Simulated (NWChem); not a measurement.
Molecule: SnNH₂Cl₃; SMILES [NH2][Sn]([Cl])([Cl])[Cl]

```xyz
7

N     -0.2923    -0.0284     2.2028
Sn    -0.0193    -0.0015     0.2099
Cl    -1.1179     1.8514    -0.6609
Cl    -0.9230    -1.9518    -0.6733
Cl     2.2052     0.1203    -0.5012
H      0.1009     0.7959     2.6565
H      0.1165    -0.8578     2.6328
```
Atoms are numbered in this order, from 1.

Computed with NWChem. All runs use the structure optimised with PBE0/def2-SVP. No frequency run checked for a minimum. def2 effective core potentials on Sn; no spin-orbit coupling.

For level PBE0/STO-3G (all-electron, non-relativistic):

```yaml
highest occupied level (eV): -5.63
orbital gap (eV): 6.58
dipole (D): 3.48
```

### Question
How do the values read with level PBE0/def2-SVP (core potentials) instead?

### Answer
highest occupied level (eV): -8.42
orbital gap (eV): 5.93
dipole (D): 2.84
